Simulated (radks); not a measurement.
Question: These are the eigenvalues of the occupied orbitals of an atom or ion with whole-number occupations (hartree). All-electron calculation, scalar-relativistic Kohn-Sham, PBE, spin-polarised, spherical densities, point nucleus. Program: a radial shooting solver on a logarithmic mesh with Libxc functionals.

| orbital | eigenvalue |
|---|---|
| 1s up | -492.9784 |
| 1s down | -492.9321 |
| 2s up | -91.14954 |
| 2s down | -91.10867 |
| 2p up | -84.32825 |
| 2p down | -84.27288 |
| 3s up | -33.97388 |
| 3s down | -33.75476 |
| 3p up | -31.81044 |

Which element is it, and in what charge state? The configuration may be excited. Open shells, if any, are filled with parallel spins first.

Answer: Z = 34, selenium, charge +21: Se21+ in [Ne] 3s2 3p1. The list shows which subshells hold electrons but not how many an open one holds; the 1s level, -492.98 hartree, gives Z - s = 31.4 by -(Z - s)^2/2, which with screening and relativity narrows Z to a few neighbours, and the depths of the outer levels then fix element, charge and occupations together.
